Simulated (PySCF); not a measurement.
# A small calculation by hand: entropy of an ideal gas

Be(Me) (CH₃Be), SMILES [CH3][Be+], charge +1.

Coordinates come from a B3LYP-D3(BJ)/def2-TZVPD optimisation. The spin state was assumed, not searched. The isomer is the one that the SMILES or the coordinates give; other isomers of the formula were not compared.

B3LYP-D3(BJ)/def2-TZVPD run with PySCF 2.14.0 gives the harmonic wavenumbers 680, 680, 881, 1180, 1395, 1395, 3011, 3100, 3100 cm⁻¹ and the rotational temperatures 7.5196, 1.2957, 1.2957 K. The molar mass is 24.05 g/mol, the symmetry number 3, the spin multiplicity 1.

### Question
Work out the entropy at 298.15 K and 1 atm in the rigid-rotor, harmonic-oscillator model.

### Answer

Translation (Sackur–Tetrode at 1 atm): S = R[1.5 ln M + 2.5 ln T − 1.16487] = 148.4 J/(mol K).
Rotation: q = (√π/σ) T^1.5/√(θA θB θC) = 856, S = R[ln q + 3/2] = 68.6 J/(mol K).
Vibration: with u = 1.4388 ν/T, each mode gives R[u/(e^u − 1) − ln(1 − e^−u)]:
```csv
ν (cm⁻¹),modes,u,S (J/(mol K))
680,2,3.28,2.77
881,1,4.25,0.63
1180,1,5.69,0.19
1395,2,6.73,0.15
```
The stiffer modes add less than 0.005 each. Sum 3.7 J/(mol K).
Spin: R ln 1 = 0.0 J/(mol K).
Total 220.8 J/(mol K); the program's own thermochemistry gives 220.8. Translation makes up 67 % and vibration 2 %. Anharmonicity, hindered rotation and orbital degeneracy are left out.
